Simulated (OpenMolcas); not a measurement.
**Computed transition rates of Te II**

```yaml
Program: OpenMolcas 26.06
Method: "SS-CASPT2, IPEA 0.25 Eh, imaginary shift 0.1 Eh (closed shells correlated: 4d)"
Basis: ANO-RCC [10s9p8d5f3g]
Scalar_Hamiltonian: DKH2, point nucleus
Active_space: 5 electrons in 8 orbitals (5s 5p 6s 6p)
State_averaging: 2S+1 = 4 odd, 1 root; 2S+1 = 2 odd, 8 roots; 2S+1 = 4 even, 3 roots; 2S+1 = 2 even, 9 roots
Spin-orbit_coupling: state interaction with AMFI integrals over the reference wave functions, term energies averaged over their components
```

Rates come from the transition moments of the reference wave functions (E1 and E2 in the length form). At fixed line strength A goes as λ^-3 for E1 and M1 and as λ^-5 for E2, so a rate at the computed wavelength can be rescaled to the measured one. Measured vacuum wavelengths follow from level energies in NIST Handbook of Basic Atomic Spectroscopic Data. Branching counts decays inside the model space alone, at computed energies, and the table is only a selection of the E2 and M1 lines, drawn from those between levels with measured partners whose computed energy lies within a factor of 1.5 of the measured one.

```csv
Upper,Lower,Type,λ computed (nm),λ measured (nm),A computed (s-1),A rescaled (s-1),Branching %
5s2 5p3 2D* 5/2,5s2 5p3 2D* 3/2,M1,5502,4547,5.60e-02,9.92e-02,25.1
5s2 5p3 2P* 1/2,5s2 5p3 2D* 5/2,E2,1108,1231,1.67e-01,9.87e-02,1.5
5s2 5p3 2P* 1/2,5s2 5p3 2D* 3/2,M1,922.2,968.6,2.79e+00,,25.0
5s2 5p3 2P* 1/2,5s2 5p3 2D* 3/2,E2,922.2,968.6,5.49e-01,4.30e-01,4.9
5s2 5p3 2D* 3/2,5s2 5p3 4S* 3/2,M1,895.3,978.2,2.22e+00,,99.3
5s2 5p3 2D* 3/2,5s2 5p3 4S* 3/2,E2,895.3,978.2,1.56e-02,,0.7
5s2 5p3 2P* 3/2,5s2 5p3 2D* 5/2,M1,867.2,861.3,3.37e+00,,12.9
5s2 5p3 2P* 3/2,5s2 5p3 2D* 5/2,E2,867.2,861.3,8.39e-01,8.68e-01,3.2
5s2 5p3 2D* 5/2,5s2 5p3 4S* 3/2,M1,770,805,1.21e-01,,54.0
5s2 5p3 2D* 5/2,5s2 5p3 4S* 3/2,E2,770,805,4.68e-02,,21.0
5s2 5p3 2P* 3/2,5s2 5p3 2D* 3/2,M1,749.1,724.1,9.32e+00,,35.7
5s2 5p3 2P* 3/2,5s2 5p3 2D* 3/2,E2,749.1,724.1,4.48e-01,5.31e-01,1.7
5s2 5p3 2P* 1/2,5s2 5p3 4S* 3/2,M1,454.3,486.7,7.54e+00,,67.5
5s2 5p3 2P* 1/2,5s2 5p3 4S* 3/2,E2,454.3,486.7,1.24e-01,,1.1
5s2 5p3 2P* 3/2,5s2 5p3 4S* 3/2,M1,407.9,416.1,1.20e+01,,45.9
```

Spin-changing lines and M1 lines between different terms are not rescaled, since their strength hangs on the term gaps too.

The largest correction is for 5s2 5p3 2D* 5/2 → 5s2 5p3 2D* 3/2 (M1): 5.60e-02 × (5502 / 4547)^3 = 9.92e-02 s-1, a factor of 1.77.

No measured rate stands beside these. Rescaling mends the energy factor alone: line strengths can still be far off where a level mixes with configurations outside the active space, and weak or spin-changing lines hang on small mixing coefficients that depend on the term gaps too, so rescaling need not improve them.

CASPT2 does not keep the components of a term degenerate, so their means are used; among the terms shown or strongly mixed into the levels shown the widest spread is 130 cm-1 (5s2 5p3 2D*). Over all roots computed the reference weight is 0.81 to 0.91; the roots of lowest weight are the least certain, and an intruder state may touch them. Active for correlation alone: 6p 6s; no level in the range computed is led by a configuration that fills them, so any true level of that kind is missing. Measured partners are found by configuration, term and J. A level has none where our copy of the source lacks it or the pairing is in doubt (some pairs that miss far off the trend of their configuration count as doubtful). Only configurations of the active space appear.

* marks odd parity.
